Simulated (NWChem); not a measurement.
System: NiBrF, triplet; SMILES [F][Ni][Br]

NWChem printed, in part:

```
             Northwest Computational Chemistry Package (NWChem) 7.3.0
             --------------------------------------------------------

 CS  symmetry detected

 AUTOZ failed to generate good internal coordinates.
 Cartesian coordinates will be used in optimizations.

                             Geometry "geometry" -> ""
                             -------------------------

 Output coordinates in angstroms (scale by  1.889725989 to convert to a.u.)

  No.       Tag          Charge          X              Y              Z
 ---- ---------------- ---------- -------------- -------------- --------------
    1 Ni                  28.0000     0.00656035     0.80690530     0.00000000
    2 F                    9.0000    -0.01142978     2.50221727     0.00000000
    3 Br                  35.0000    -0.00230920    -1.28895154     0.00000000

 Effective nuclear repulsion energy (a.u.)     370.0586422479

      Symmetry information
      --------------------

 Group name             Cs
 Group number              2
 Group order               2
 No. of unique centers     3

  pbe96 is a nonlocal functional; adding pw91lda local functional.

                           NWChem Geometry Optimization
                           ----------------------------

 maximum gradient threshold         (gmax) =   0.000450
 rms gradient threshold             (grms) =   0.000300
 maximum cartesian step threshold   (xmax) =   0.001800
 rms cartesian step threshold       (xrms) =   0.001200
 fixed trust radius                (trust) =   0.300000
 source of zmatrix                         =

          -------------------
          Energy Minimization
          -------------------

 Using diagonal initial Hessian

          --------
          Step   0

                                 NWChem DFT Module
                                 -----------------

 Summary of "ao basis" -> "ao basis" (spherical)
 ------------------------------------------------------------------------------
       Tag                 Description            Shells   Functions and Types
 ---------------- ------------------------------  ------  ---------------------
 Ni                         def2-svp                11       31   5s3p2d1f
 F                          def2-svp                 6       14   3s2p1d
 Br                         def2-svp                12       32   5s4p3d

      Symmetry analysis of basis
      --------------------------

        a'         53
        a"         24

            General Information
            -------------------
          SCF calculation type: DFT
          Wavefunction type:  spin polarized.
          No. of atoms     :     3
          No. of electrons :    72
           Alpha electrons :    37
            Beta electrons :    35
          Charge           :     0
          Spin multiplicity:     3
          Use of symmetry is: on ; symmetry adaption is: on
          Maximum number of iterations: 150
          AO basis - number of functions:    77
                     number of shells:    29
          Convergence on energy requested:  1.00D-06
          Convergence on density requested:  1.00D-05
          Convergence on gradient requested:  5.00D-04

              XC Information
              --------------
          PerdewBurkeErnzerhof Exchange Functional  1.000
            Perdew 1991 LDA Correlation Functional  1.000 local
           PerdewBurkeErnz. Correlation Functional  1.000 non-local

             Grid Information
             ----------------
          Grid used for XC integration:  medium
          Radial quadrature: Mura-Knowles
          Angular quadrature: Lebedev.
          Tag              B.-S. Rad. Rad. Pts. Rad. Cut. Ang. Pts.
          ---              ---------- --------- --------- ---------
          Ni                  1.35      112           8.0       590
          F                   0.50       49          10.0       434
          Br                  1.15      112           9.0       590
          Grid pruning is: on
          Number of quadrature shells:   273
          Spatial weights used:  Erf1

           DFT-D3BJ Model
          s6 scale factor  :        1.000000000000
          s8 scale factor  :        0.787500000000
          a1 parameter     :        0.428900000000
          a2 parameter     :        4.440700000000
              vdW contrib  :       -0.001704211143

      Superposition of Atomic Density Guess
      -------------------------------------

 Sum of atomic energies:       -4177.97688342

      Non-variational initial energy
      ------------------------------

 Total energy =   -4177.618091
 1-e energy   =   -6552.684571
 2-e energy   =    2005.007838
 HOMO         =      -0.391834
 LUMO         =      -0.391826

 !!!!!!!!!!!!!!!!!!!!!!!!!!!!!!!!!!!!!!!!!!!!!!!!!!!!!!!!!!!!!!!!!!!!!!
 Warning - the HOMO and LUMO are degenerate and you are using symmetry.
 This can lead to non-variational energies and poor convergence.
 Modify the initial guess, or use an open-shell wavefunction, or turn
 off symmetry.
 !!!!!!!!!!!!!!!!!!!!!!!!!!!!!!!!!!!!!!!!!!!!!!!!!!!!!!!!!!!!!!!!!!!!!!

   Symmetry analysis of molecular orbitals - initial alpha
   -------------------------------------------------------

  Numbering of irreducible representations:

     1 a'          2 a"

  Orbital symmetries:

     1 a'          2 a'          3 a'          4 a'          5 a'
     6 a"          7 a'          8 a'          9 a'         10 a"
    11 a'         12 a'         13 a'         14 a'         15 a"
    16 a'         17 a'         18 a'         19 a"         20 a'
    21 a'         22 a"         23 a'         24 a"         25 a'
    26 a'         27 a'         28 a'         29 a"         30 a'
    31 a"         32 a'         33 a"         34 a'         35 a'
    36 a"         37 a'         38 a'         39 a'         40 a"
    41 a'         42 a'         43 a'         44 a"         45 a'
    46 a"         47 a'

   Symmetry analysis of molecular orbitals - initial beta
   ------------------------------------------------------

  Numbering of irreducible representations:

     1 a'          2 a"

  Orbital symmetries:

     1 a'          2 a'          3 a'          4 a'          5 a'
     6 a"          7 a'          8 a'          9 a'         10 a"
    11 a'         12 a'         13 a'         14 a'         15 a"
    16 a'         17 a'         18 a'         19 a"         20 a'
    21 a'         22 a"         23 a'         24 a"         25 a'
    26 a'         27 a'         28 a'         29 a"         30 a'
    31 a"         32 a'         33 a"         34 a'         35 a'
    36 a"         37 a'         38 a'         39 a'         40 a"
    41 a'         42 a'         43 a'         44 a"         45 a'
    46 a"         47 a'

[...]

      ----------------------
      Optimization converged
      ----------------------

  Step       Energy      Delta E   Gmax     Grms     Xrms     Xmax
  ---- ---------------- -------- -------- -------- -------- --------
@    5   -4181.06719931 -3.8D-07  0.00010  0.00004  0.00024  0.00057
                                     ok       ok       ok       ok

                         Geometry "geometry" -> "geometry"
                         ---------------------------------

 Output coordinates in angstroms (scale by  1.889725989 to convert to a.u.)

  No.       Tag          Charge          X              Y              Z
 ---- ---------------- ---------- -------------- -------------- --------------
    1 Ni                  28.0000     0.00388073     0.82977029     0.00000000
    2 F                    9.0000    -0.01000432     2.54941917     0.00000000
    3 Br                  35.0000    -0.00105503    -1.35901843     0.00000000

 Effective nuclear repulsion energy (a.u.)     357.1240011596

      Symmetry information
      --------------------

 Group name             Cs
 Group number              2
 Group order               2
 No. of unique centers     3

 ==============================================================================
                                internuclear distances
 ------------------------------------------------------------------------------
       center one      |      center two      | atomic units |  angstroms
 ------------------------------------------------------------------------------
    2 F                |   1 Ni               |     3.24977  |     1.71970
    3 Br               |   1 Ni               |     4.13622  |     2.18879
 ------------------------------------------------------------------------------
                         number of included internuclear distances:          2
 ==============================================================================

[second-derivative integrals and response iterations left out]

  Vibrational analysis via the FX method

  See chapter 2 in "Molecular Vibrations" by Wilson, Decius and Cross

  Vib: Default input used

 ---------------------------- Atom information ----------------------------
     atom    #        X              Y              Z            mass
 --------------------------------------------------------------------------
    Ni       1  7.3335091D-03  1.5680385D+00  0.0000000D+00  5.7935300D+01
    F        2 -1.8905416D-02  4.8177037D+00  0.0000000D+00  1.8998400D+01
    Br       3 -1.9937251D-03 -2.5681724D+00  0.0000000D+00  7.9916500D+01
 --------------------------------------------------------------------------

[unprojected Hessian and modes left out]

        Vibrational analysis via the FX method
  --- with translations and rotations projected out ---
  --- via the Eckart algorithm                      ---
 Projected Nuclear Hessian trans-rot subspace norm:4.8592D-35
                         (should be close to zero!)

[projected Hessian left out]

 Rotational Constants
 --------------------
 A= ********** cm-1  (********** K)
 B=   0.054373 cm-1  (  0.078229 K)
 C=   0.054373 cm-1  (  0.078229 K)

 Temperature                      =   298.15K
 frequency scaling parameter      =   1.0000

 Zero-Point correction to Energy  =    1.533 kcal/mol  (  0.002443 au)
 Thermal correction to Energy     =    4.142 kcal/mol  (  0.006601 au)
 Thermal correction to Enthalpy   =    4.734 kcal/mol  (  0.007544 au)

 Total Entropy                    =   64.105 cal/mol-K
   - Translational                =   41.041 cal/mol-K (mol. weight = 156.8502)
   - Rotational                   =   17.125 cal/mol-K (symmetry #  =        1)
   - Vibrational                  =    5.938 cal/mol-K

 Cv (constant volume heat capacity) =   10.418 cal/mol-K
   - Translational                  =    2.979 cal/mol-K
   - Rotational                     =    2.979 cal/mol-K
   - Vibrational                    =    4.459 cal/mol-K

[normal modes left out]

 ----------------------------------------------------------------------------
 Normal Eigenvalue ||           Projected Infra Red Intensities
  Mode   [cm**-1]  || [atomic units] [(debye/angs)**2] [(KM/mol)] [arbitrary]
 ------ ---------- || -------------- ----------------- ---------- -----------
    1       -0.000 ||    0.000079           0.002         0.077       0.072
    2       -0.000 ||    0.000023           0.001         0.022       0.021
    3        0.000 ||    0.004672           0.108         4.554       4.260
    4        0.000 ||    0.005973           0.138         5.822       5.446
    5        0.000 ||    0.000422           0.010         0.411       0.384
    6        0.000 ||    0.000000           0.000         0.000       0.000
    7       66.850 ||    0.010964           0.253        10.689       9.998
    8      304.336 ||    0.007174           0.166         6.994       6.542
    9      701.751 ||    0.069391           1.601        67.646      63.277
 ----------------------------------------------------------------------------
```

Level: PBE-D3(BJ)/def2-SVP, spin-unrestricted. This build's default masses of Se (78.918 u) and Br (79.917 u) are each other's, which moves their modes by up to 0.6 %. The spin multiplicity was typed, not searched, and may not be the lowest.

Q: Which NWChem input produces such a log?

A: One answer among several that fit: the input that was run:
```
start job
memory heap 200 mb stack 900 mb global 1100 mb
geometry units angstroms
  Ni     0.657930     0.209387    -0.509853
  F      1.938243     0.640189    -1.534360
  Br    -0.944129    -0.306019     0.739330
end
basis spherical
  * library def2-svp
end
dft
  odft
  mult 3
  xc xpbe96 cpbe96
  disp vdw 4
  iterations 150
  convergence damp 70 ncydp 30 lshift 0.3 ncysh 40
end
driver
  maxiter 120
end
task dft optimize
task dft freq
```
